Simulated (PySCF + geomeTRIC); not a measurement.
Species: [Zr(NH2)3(H)] (charge 0, multiplicity 1).

Problem. Give a relaxed geometry from BP86-D3(BJ)/def2-SVP in PySCF + geomeTRIC.

Solution. This is not unique; one that fits is the end point of this relaxation, one of several conformers.
Z-matrix (Å, degrees):
```
Zr
N 1 2.0403
H 2 1.0290 1 127.35
H 2 1.0296 3 107.27 1 174.79
N 1 2.0403 2 115.13 3 -19.44
H 5 1.0290 1 127.37 2 -158.81
H 5 1.0296 6 107.27 1 174.37
N 1 2.0406 2 115.19 3 -157.19
H 8 1.0290 1 127.41 2 -20.54
H 8 1.0296 9 107.26 1 174.49
H 1 1.8868 2 102.95 3 91.75
```
